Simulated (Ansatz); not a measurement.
Al5As5. The state is a triplet with charge 0. Geometry r2SCAN-D4/def2-SVP, that of the charge -1 doublet; atoms count from 1.

Cartesian coordinates in Å:
```
Al -1.997 0.392 -1.444
Al 0.182 -1.489 -1.701
Al -1.236 2.015 0.806
Al 1.627 -1.704 0.674
Al 1.296 0.895 1.633
As -3.339 1.242 0.237
As 1.330 -3.345 -0.946
As 2.489 -0.807 2.640
As -0.997 -0.338 -3.367
As 0.645 3.139 1.466
```

At PBE0-D4/def2-SVP a singlet of charge 0 lies 0.56 eV below the triplet at the same geometry. The structure comes from a short search, and lower isomers may exist.

Q: Estimate the Mulliken populations from the PBE0/def2-SVP orbitals of Ansatz.

A: 
| atom | charge (e) | spin (α − β) |
| --- | --- | --- |
| Al1 | 0.31 | -0.07 |
| Al2 | 0.23 | 0.07 |
| Al3 | 0.31 | -0.07 |
| Al4 | 0.24 | 0.04 |
| Al5 | 0.24 | 0.06 |
| As6 | -0.30 | 0.12 |
| As7 | -0.23 | 0.64 |
| As8 | -0.23 | 0.63 |
| As9 | -0.28 | 0.30 |
| As10 | -0.28 | 0.28 |
Mulliken values and Mayer orders depend strongly on the basis.

Q: Where does the spin sit?

A: Summed by element: Al 0.03, As 1.97, of 2 unpaired in all. Largest on single atoms: As7 0.64, As8 0.63, As9 0.30.

Q: And the Mayer bond orders between bonded heavy atoms (over 0.3)?

A: Al1–Al2 0.31 (2.89 Å); Al1–Al3 0.32 (2.88 Å); Al1–As6 1.29 (2.31 Å); Al1–As9 1.27 (2.29 Å); Al2–Al4 0.41 (2.79 Å); Al2–As7 1.15 (2.31 Å); Al2–As9 1.23 (2.34 Å); Al3–Al5 0.31 (2.89 Å); Al3–As6 1.28 (2.31 Å); Al3–As10 1.27 (2.29 Å); Al4–Al5 0.41 (2.79 Å); Al4–As7 1.19 (2.33 Å); Al4–As8 1.19 (2.33 Å); Al5–As8 1.15 (2.31 Å); Al5–As10 1.23 (2.34 Å).
